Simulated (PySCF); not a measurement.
# Computed properties of 1-chloro-1-methylcyclopropane (C₄H₇Cl), SMILES C1CC1(C)Cl

1-chloro-1-methylcyclopropane (C4H7Cl), SMILES C1C(C)(C1)Cl. Coordinates come from a PBE0-D3(BJ)/def2-SVP optimisation. One conformer was computed; it need not be the lowest. All values are computed for the isolated molecule unless a solvent is named; none is compared with measurement here.

**Structure.** The optimised structure has Cs symmetry. All 30 harmonic modes at PBE0-D3(BJ)/def2-SVP (PySCF) are real, so it is a minimum. With heavy atoms numbered as in [CH3:1][C:2]1([Cl:3])[CH2:4][CH2:5]1, the shortest bond between them is C2–C4 at 1.495 Å and the longest C2–Cl3 at 1.778 Å.

**Vibrations.** The strongest infrared lines (harmonic, unscaled, degenerate partners summed) lie at 1227 cm⁻¹ (43 km/mol, C 60 %, H 40 %), 578 cm⁻¹ (18 km/mol, C 51 %, Cl 32 %, H 16 %), 3059 cm⁻¹ (16 km/mol, H 97 %). The softest mode is at 244 cm⁻¹ and the zero-point energy is 63.0 kcal/mol.

**Electronic structure.** PBE0/def2-TZVP (PySCF) places the frontier levels at -7.63 and 0.74 eV, a gap of 8.37 eV, and gives a dipole moment of 1.97 D and a mean polarisability of 58.4 bohr³. PBE/def2-TZVP (PySCF) at the same geometry gives -6.32 and -0.36 eV, so its gap is 2.41 eV narrower. An orbital gap is neither the optical nor the fundamental gap.

**Excitations.** TDDFT-B3LYP/def2-SVPD (PySCF) has S1 at 6.51 eV (190 nm, f = 0.001, dark); the most intense of the 10 singlets computed lies at 7.09 eV (f = 0.04). T1 (TDA) is at 5.96 eV. TDDFT-PBE/def2-SVPD (PySCF) puts S1 at 6.16 eV. No vertical singlet excitation falls in the visible range (under 3.1 eV).

**NMR.** GIAO shifts at PBE0/pcSseg-1 (PySCF) (non-relativistic, atoms alike by connectivity averaged): ¹³C from 20.7 to 45.8 ppm against TMS; ¹H from 1.1 to 1.8 ppm against TMS. Without spin–orbit terms, shifts of atoms bonded to Cl or Br come out too high.

**Solvation.** SMD-M06-2X/6-31G* (PySCF) gives -1.0 kcal/mol in water, -5.1 kcal/mol in 2-propanol, -5.7 kcal/mol in dichloromethane (1 M in both phases, gas-phase geometry); of these solvents dichloromethane holds the molecule best.
